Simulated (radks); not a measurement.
Q: The rhenium ion Re2.25+, configuration [Kr] 4d10 4f14 5s2 5p(up 3, down 2.75) 5d5 (fractional occupations, a model configuration). All-electron calculation, scalar-relativistic Kohn-Sham, r2SCAN, spin-polarised, spherical densities, finite nucleus; open shells are filled with parallel spins first (spin-orbit coupling, left out, can overturn this in heavy ions); meta-GGA in the generalised Kohn-Sham scheme; Fermi nuclear charge, rms radius 5.3698 fm. Program: a radial shooting solver on a logarithmic mesh with Libxc functionals. Some entries of the table are withheld. Estimate them.

orbital,occ.,eigenvalue (hartree),<r^2> (bohr^2)
1s up,1,-2636.810,0.0004481
1s down,1,-2636.810,0.0004481
2s up,1,-458.7660,0.006875
2s down,1,-458.7503,0.006875
2p up,3,-400.3902,0.005710
2p down,3,-400.3775,0.005709
3s up,1,-107.1495,0.04448
3s down,1,-107.1483,0.04448
3p up,3,-89.85608,0.04534
3p down,3,-89.85349,0.04534
3d up,5,-70.20974,0.03766
3d down,5,-70.20077,0.03766
4s up,1,-23.16450,0.2190
4s down,1,-23.15191,0.2191
4p up,3,-17.46636,0.2493
4p down,3,-17.45552,0.2494
4d up,5,-10.27937,0.2895
4d down,5,-10.26617,0.2891
5s up,1,(1),1.223
5s down,1,(2),1.194
5p up,3,-2.57101,1.659
5p down,2.75,-2.42007,1.603
4f up,7,-2.32061,0.4229
4f down,7,-2.29461,0.4111
5d up,5,-0.96246,3.411
5d down,0,-0.76271,3.526

A: 
(1) 5s up eigenvalue (hartree): -3.98590
(2) 5s down eigenvalue (hartree): -3.87200
